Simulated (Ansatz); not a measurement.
Cost and result for the atomization energy of `CC(=O)[O][GeH2][O]C(C)=O` (17 atoms, 16 bonds).

Cartesian coordinates in Å:
```
C 1.470 2.435 -1.407
C 1.129 1.547 -0.253
O 0.482 1.877 0.710
O 1.616 0.313 -0.394
Ge 1.244 -0.823 0.965
O -0.534 -1.029 1.233
C -1.219 -1.488 0.183
C -2.679 -1.635 0.469
O -0.688 -1.740 -0.870
H 1.072 3.432 -1.239
H 1.053 2.011 -2.323
H 2.553 2.476 -1.535
H 1.740 -0.251 2.288
H 1.869 -2.138 0.510
H -3.092 -0.662 0.744
H -3.192 -2.027 -0.405
H -2.824 -2.299 1.324
```

Total charge 0; spin multiplicity 1. Correlated methods include outer-core shells of Ge, which these sets cover unevenly. Scalar relativity is left out up to krypton. The geometry is a stationary point of PBE0-D4/def2-TZVP. It is one conformer, not always the lowest. Program: Ansatz. All runs use 4 threads of an AMD EPYC 7R13 on a shared host and a share of an NVIDIA H100 80 GB. Times are those of one run each, without the atoms' runs, and a repeat can differ threefold. Electronic energies, without spin–orbit coupling; frozen cores. CCSD(T)/CBS adds CCSD(T) − MP2 in def2-TZVPP to the MP2 limit, and its time is that of the two runs behind it. T1 = 0.015. With those shells the extrapolation isn't a true limit. HSE06 is the plane-wave form, built on full-range PBE exchange.

CCSD(T)/CBS is a level of theory with its own doubt, some kJ/mol a heavy atom from the limit and from the frozen cores, so smaller differences don't rank the functionals.

| level | functions | wall time | atomization (kcal/mol) | difference from CCSD(T)/CBS | per bond |
| --- | --- | --- | --- | --- | --- |
| HSE06-D4/def2-TZVPP | 408 | 6.5 s | 1696.9 | 5.6 | 0.4 |
| LDA (SPW92)/def2-TZVPP | 408 | 6.5 s | 1980.2 | 288.9 | 18.1 |
| PBE-D4/def2-TZVPP (with forces) | 408 | 8 s | 1744.2 | 52.9 | 3.3 |
| B97M-V/def2-TZVPP | 408 | 8.5 s | 1698.0 | 6.7 | 0.4 |
| r2SCANh-D4/def2-TZVPP | 408 | 9.5 s | 1685.2 | -6.1 | -0.4 |
| revPBE-D4/def2-TZVPP | 408 | 10 s | 1692.8 | 1.5 | 0.1 |
| B2PLYP/def2-TZVPP | 408 | 12 s | 1673.9 | -17.4 | -1.1 |
| CCSD(T)/def2-SVP | 184 | 14 s | 1609.3 | -82.0 | -5.1 |
| ωB97X-V/def2-TZVPP | 408 | 14 s | 1697.7 | 6.4 | 0.4 |
| PBE-QIDH/def2-TZVPP | 408 | 14 s | 1681.1 | -10.2 | -0.6 |
| MP2/def2-QZVPP | 785 | 21 s | 1720.5 | 29.2 | 1.8 |
| CCSD(T)/def2-TZVPP | 408 | 45 s | 1649.5 | -41.8 | -2.6 |
| CCSD(T)/CBS(def2) | – | 66 s | 1691.3 | 0.0 | 0.0 |

At CCSD(T), def2-SVP lies −82.1 kcal/mol from the extrapolated value and def2-TZVPP −41.8 kcal/mol: correlation converges slowly with the basis, and small sets miss more of it in the bonded molecule than in its fragments. The D4 term adds +15.4 kcal/mol with B3LYP and +8.3 kcal/mol with PBE0; it sums over pairs of atoms, weighted by their polarisabilities, and B3LYP, whose exchange is more repulsive, gets the larger term. From r2SCAN to r2SCAN0 (25 % exact exchange), in def2-TZVPP and without D4, the atomization energy moves by −41.9 kcal/mol: exact exchange takes away binding that semilocal exchange gives to molecules.

B3LYP here is the variant with VWN-RPA as its local correlation; programs differ in this.

For some Ge, Se and Sn compounds the MP2-based and the directly extrapolated limit differ by 10 to 25 kJ/mol.
